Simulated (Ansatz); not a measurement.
Reaction (ligand exchange at the Si–S bond): `CS[SiH2]O[SiH3]` + silanol → `[SiH3]O[SiH2]O[SiH3]` + CH₃SH

Isolated molecules relaxed with PBE0-D4/def2-TZVP in Ansatz; ΔE leaves out vibrations. CCSD(T)/CBS adds triple-zeta CCSD(T) − MP2 to the extrapolated MP2 energy (def2 sets, frozen cores). This one scheme is used for every species. Functionals use def2-TZVPP. Each species was taken in one conformer, which may not be the lowest.

```tsv
level	ΔE (kcal/mol)
ωB97X-V	-14.5
B2PLYP	-15.7
MP2/def2-QZVPP	-14.0
SCS-MP2/def2-QZVPP	-15.7
```

Question: What does CCSD(T)/CBS give? (Best estimate.)

Answer: Ansatz gave: -14.4 kcal/mol. The listed levels differ from it by -0.1, -1.3, 0.4, -1.3 kcal/mol.

Largest T1 diagnostic among the species: 0.012.

From PBE to PBE0 (25 % exact exchange), in def2-TZVPP and without D4, ΔE moves by −1.6 kcal/mol. The D4 term adds +1.1 kcal/mol with B3LYP and +0.6 kcal/mol with PBE0; it sums over pairs of atoms, weighted by their polarisabilities, and B3LYP, whose exchange is more repulsive, gets the larger term.

B3LYP here is the variant with VWN-RPA as its local correlation; programs differ in this.
